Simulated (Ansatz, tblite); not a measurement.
Forces on `CN(C)c1cc2cc3sc(-c4cc5cc6sc(-c7cc8cc9sc(C#N)cc9cc8s7)cc6cc5s4)cc3cc2s1` at its PBE-D4/def2-SVP geometry. Charge 0, multiplicity 1.

The xTB rows come from tblite. Single mean-field runs in def2-SVP are fitted with def2-universal-jkfit.

GFN2-xTB (tblite), largest force 3.35 eV/Å:

```xyz
59
positions Å, forces eV/Å
C   -11.451    4.556   -2.420   -0.113    0.261    0.063
N   -11.052    3.163   -2.351    0.265   -0.095    0.013
C   -11.879    2.169   -3.007   -0.238   -0.189   -0.181
C    -9.748    2.830   -2.082    0.251   -0.515   -0.187
C    -9.124    1.598   -2.233   -0.199    0.519    0.104
C    -7.757    1.601   -1.802    0.224    0.123    0.099
C    -6.826    0.540   -1.800    0.083    0.218    0.078
C    -5.530    0.794   -1.342   -0.403    0.422   -0.016
S    -4.213   -0.361   -1.257   -0.063    0.380    0.091
C    -3.114    0.865   -0.606   -0.100    0.515    0.099
C    -1.750    0.514   -0.302    0.111   -0.512   -0.091
C    -1.130   -0.721   -0.412   -0.235    0.338    0.011
C     0.247   -0.713   -0.028    0.190    0.155    0.091
C     1.170   -1.782   -0.016    0.085    0.211    0.072
C     2.475   -1.520    0.404   -0.403    0.414   -0.017
S     3.788   -2.679    0.502   -0.058    0.401    0.075
C     4.902   -1.438    1.090   -0.096    0.515    0.090
C     6.270   -1.786    1.387    0.106   -0.499   -0.082
C     6.887   -3.022    1.281   -0.231    0.333    0.012
C     8.266   -3.011    1.662    0.174    0.153    0.082
C     9.186   -4.081    1.678    0.096    0.220    0.076
C    10.494   -3.818    2.096   -0.404    0.406   -0.021
S    11.800   -4.981    2.197   -0.024    0.404    0.082
C    12.905   -3.731    2.779    0.092    0.499    0.137
C    14.250   -4.062    3.076    2.218   -0.551    0.489
N    15.366   -4.344    3.320   -3.176    0.813   -0.695
C    12.300   -2.490    2.887    0.237   -0.383   -0.020
C    10.922   -2.506    2.505   -0.195   -0.104   -0.076
C    10.000   -1.434    2.489   -0.080   -0.208   -0.068
C     8.697   -1.698    2.072    0.375   -0.410    0.011
S     7.384   -0.540    1.969    0.039   -0.423   -0.081
C     4.284   -0.202    1.200    0.234   -0.318   -0.005
C     2.906   -0.211    0.820   -0.196   -0.158   -0.090
C     1.982    0.858    0.809   -0.080   -0.209   -0.072
C     0.678    0.597    0.390    0.391   -0.418    0.005
S    -0.635    1.756    0.289    0.039   -0.416   -0.073
C    -3.743    2.092   -0.467    0.224   -0.316   -0.017
C    -5.114    2.088   -0.874   -0.184   -0.183   -0.104
C    -6.047    3.151   -0.871   -0.117   -0.212   -0.088
C    -7.336    2.893   -1.329    0.443   -0.381    0.018
S    -8.649    4.062   -1.428   -0.006   -0.578   -0.132
H   -11.016    5.119   -1.568   -0.163   -0.374   -0.467
H   -11.133    5.059   -3.365   -0.137   -0.361    0.492
H   -12.553    4.628   -2.338    0.568   -0.102   -0.074
H   -11.548    1.955   -4.051   -0.151    0.175    0.553
H   -12.925    2.526   -3.036    0.555   -0.146    0.017
H   -11.857    1.215   -2.441    0.029    0.559   -0.241
H    -9.621    0.711   -2.645    0.389    0.595    0.306
H    -7.122   -0.458   -2.153    0.213    0.625    0.228
H    -1.658   -1.619   -0.762    0.356    0.629    0.239
H     0.858   -2.788   -0.331    0.221    0.632    0.204
H     6.359   -3.922    0.937    0.356    0.631    0.237
H     8.873   -5.088    1.368    0.222    0.633    0.201
H    12.838   -1.598    3.234   -0.387   -0.576   -0.235
H    10.314   -0.427    2.799   -0.222   -0.632   -0.201
H     4.811    0.697    1.549   -0.353   -0.628   -0.240
H     2.294    1.865    1.124   -0.219   -0.633   -0.204
H    -3.229    2.982   -0.078   -0.343   -0.620   -0.269
H    -5.751    4.149   -0.516   -0.209   -0.626   -0.229
```

PBE-D4/def2-SVP (Ansatz), largest force 0.02 eV/Å:

```
C -0.005 0.010 0.000
N 0.003 0.004 -0.003
C 0.001 -0.010 -0.001
C -0.003 0.001 0.015
C -0.004 0.001 -0.008
C 0.006 0.001 0.004
C -0.004 -0.002 -0.004
C 0.009 0.000 0.002
S 0.001 0.009 0.005
C -0.008 -0.010 -0.010
C 0.010 0.012 0.004
C -0.004 -0.002 -0.002
C 0.006 0.004 0.003
C -0.006 -0.003 -0.002
C 0.007 -0.002 0.003
S 0.001 0.010 0.001
C -0.009 -0.011 -0.005
C 0.009 0.012 0.005
C -0.004 -0.003 -0.001
C 0.005 0.002 0.002
C -0.003 -0.002 -0.001
C 0.005 -0.003 0.001
S 0.001 0.009 0.001
C -0.003 -0.011 -0.002
C 0.007 0.001 0.002
N -0.008 0.001 -0.002
C 0.005 0.001 0.001
C -0.002 -0.001 -0.001
C 0.005 0.001 0.002
C -0.007 0.003 -0.002
S -0.002 -0.010 -0.002
C 0.004 0.002 0.003
C -0.006 -0.004 -0.004
C 0.006 0.003 0.002
C -0.008 0.002 -0.003
S -0.002 -0.011 -0.001
C 0.002 0.001 0.005
C -0.005 -0.004 -0.005
C 0.008 0.002 0.001
C -0.011 0.004 0.000
S 0.002 -0.011 -0.007
H -0.006 -0.005 -0.012
H -0.005 -0.004 0.011
H 0.015 0.001 -0.002
H -0.003 0.001 0.006
H 0.001 0.000 0.002
H 0.003 0.006 -0.001
H 0.004 0.001 -0.002
H 0.001 0.000 0.000
H 0.000 0.000 0.000
H 0.001 0.000 0.000
H 0.000 0.000 0.000
H 0.000 0.000 0.000
H -0.004 0.002 -0.001
H -0.002 0.001 0.000
H -0.001 0.000 0.000
H -0.001 0.000 0.000
H 0.000 0.000 0.000
H -0.001 0.000 -0.001
```

r2SCAN-D4/def2-SVP (Ansatz), largest force 1.00 eV/Å:

```
C -0.053 0.193 0.008
N 0.143 -0.021 0.036
C -0.086 -0.144 -0.083
C -0.020 -0.088 -0.034
C -0.089 0.071 -0.011
C 0.071 0.060 0.037
C 0.014 -0.001 0.001
C -0.062 0.081 0.001
S -0.030 0.216 0.051
C -0.091 0.111 -0.003
C 0.094 -0.106 0.000
C -0.085 0.065 -0.010
C 0.058 0.066 0.032
C 0.022 -0.004 0.005
C -0.071 0.074 -0.001
S -0.024 0.219 0.042
C -0.096 0.108 -0.002
C 0.097 -0.106 0.003
C -0.086 0.065 -0.009
C 0.060 0.059 0.030
C 0.017 -0.001 0.005
C -0.059 0.064 -0.001
S -0.017 0.237 0.047
C -0.109 0.108 -0.005
C 0.754 -0.170 0.170
N -0.948 0.234 -0.209
C 0.087 -0.087 0.004
C -0.043 -0.067 -0.027
C -0.033 0.004 -0.008
C 0.082 -0.066 0.007
S 0.022 -0.219 -0.041
C 0.083 -0.068 0.010
C -0.054 -0.071 -0.032
C -0.028 0.005 -0.007
C 0.078 -0.072 0.003
S 0.022 -0.220 -0.041
C 0.081 -0.070 0.010
C -0.049 -0.074 -0.037
C -0.030 0.000 -0.013
C 0.086 -0.073 0.004
S 0.009 -0.231 -0.058
H -0.116 -0.154 -0.213
H -0.065 -0.136 0.214
H 0.276 -0.041 -0.019
H -0.062 0.064 0.239
H 0.255 -0.064 0.021
H 0.008 0.240 -0.116
H 0.096 0.187 0.081
H 0.065 0.203 0.073
H 0.106 0.187 0.072
H 0.069 0.204 0.065
H 0.106 0.187 0.071
H 0.068 0.205 0.064
H -0.108 -0.186 -0.071
H -0.070 -0.204 -0.065
H -0.106 -0.187 -0.071
H -0.069 -0.204 -0.065
H -0.102 -0.185 -0.079
H -0.066 -0.202 -0.074
```
